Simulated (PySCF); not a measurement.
# Which determinant of GaI lies lowest?

Unrestricted PBE0; Ga def2-SVP, I def2-SVP with ECP28; scalar-relativistic core potentials (PySCF 2.14). Outer shells of the fragments: Ga 3d10 4s2 4p1; I 4d10 5s2 5p5.

Followed along the bond (rough minima from three points):

| 2Ms+1 | unpaired | ⟨S²⟩ at the start | R at minimum (Å) | Te (eV) |
| --- | --- | --- | --- | --- |
| 1 | none | 0.00 | 2.59 | 0.00 |
| 3 | σ ↑, π ↑ | 2.00 | 2.56 | 3.04 |

Solutions found at the starting distance of 2.515 Å, counted from the lowest of them; the search is not exhaustive and high or unbound solutions are not listed, so other states can lie among these:

```tsv
2Ms+1	unpaired	term	E (eV)	⟨S²⟩	⟨Lz²⟩	μ (D)
1	none	¹Σ⁺	0.00	0.00	0.00	-1.93
3	σ ↑, π ↑	³Π	3.02	2.00	1.00	-0.82
1	σ ↓, π ↑	mixed	3.46	1.01	1.01	-0.29
3	π ↑↑	mixed	4.58	2.01	2.01	3.70
3	π ↑↑	mixed	4.75	2.01	2.01	3.70
3	σ ↑↑	³Σ⁺	5.27	2.00	0.00	-0.14
3	σ ↑, π ↑	³Π	6.73	2.00	1.01	3.86
```

A term symbol is given only where ⟨S²⟩ and ⟨Lz²⟩ are close to those of a pure state; real π, δ and φ orbitals otherwise mix terms. A positive dipole means Ga(−)I(+).

Spin–orbit coupling is left out. Counting both spins, an empty level lies below a filled one in some of these solutions, because spin and occupation are held.
